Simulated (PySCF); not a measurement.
CH4S2, SMILES `SCS` (H–S–C–S torsion 70°, S–C–S–H torsion -70°), neutral singlet in the gas phase. 

Cartesian coordinates (Å):
SMILES: SCS
```xyz
7

S     -1.6005     0.0443     0.4201
C      0.0493     0.5795    -0.1212
S      0.9710    -0.5207    -1.2352
H     -1.1765    -0.9528     1.2144
H      0.6611     0.8364     0.7415
H     -0.1194     1.4916    -0.6946
H      1.2149    -1.4782    -0.3249
```
Charge 0, multiplicity 1.

All levels are single points at this geometry (r2SCAN-D4/def2-TZVP); Pople sets use spherical d functions. Orbital energies aren't observables, and empty levels follow the basis.

```json
[
 {"level": "PBE-D3(BJ)/def2-TZVP in PySCF", "HOMO (eV)": "-5.65", "LUMO (eV)": "-1.20", "gap (eV)": "4.45", "dipole (D)": "1.50", "vertical IE, Delta-SCF (eV)": "8.77"},
 {"level": "r2SCAN-D4/def2-TZVP in PySCF", "HOMO (eV)": "-5.91", "LUMO (eV)": "-0.91", "gap (eV)": "5.00", "dipole (D)": "1.58", "vertical IE, Delta-SCF (eV)": "8.90"},
 {"level": "B3LYP/6-311+G** in PySCF", "HOMO (eV)": "-6.72", "LUMO (eV)": "-0.75", "gap (eV)": "5.97", "dipole (D)": "1.68", "vertical IE, Delta-SCF (eV)": "–"},
 {"level": "BP86/6-31G* in PySCF", "HOMO (eV)": "-5.65", "LUMO (eV)": "-0.96", "gap (eV)": "4.69", "dipole (D)": "1.86", "vertical IE, Delta-SCF (eV)": "–"},
 {"level": "M06-2X/6-31G* in PySCF", "HOMO (eV)": "-7.98", "LUMO (eV)": "1.01", "gap (eV)": "8.99", "dipole (D)": "1.83", "vertical IE, Delta-SCF (eV)": "–"},
 {"level": "HF/6-31G* in PySCF", "HOMO (eV)": "-9.71", "LUMO (eV)": "3.77", "gap (eV)": "13.49", "dipole (D)": "1.82", "vertical IE, Delta-SCF (eV)": "8.80"}
]
```
